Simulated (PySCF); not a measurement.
C₃H₈O₂Si, SMILES [SiH2]1C[C@H](CO1)O.

Geometry: PBE0-D3(BJ)/def2-SVP. The structure was generated by enumeration; whether it is a known compound was not checked. One conformer was computed; it need not be the lowest.

Two levels are set side by side: PBE/def2-TZVP (PySCF) and r2SCAN/def2-TZVP (PySCF). Same geometry, gas phase. Differences are taken from unrounded values.

```
quantity                     r2SCAN    PBE  PBE minus r2SCAN
---------------------------  ------  -----  ----------------
orbital gap (eV)               6.64   5.87             -0.77
highest occupied level (eV)   -6.62  -6.29              0.33
lowest empty level (eV)        0.02  -0.42             -0.44
dipole moment (D)              2.85   2.79             -0.06
mean polarisability (bohr³)    66.3   68.2               2.0
```

Rough cost on one machine, each run with all the roots and properties that it gave: r2SCAN against PBE about 4 times.
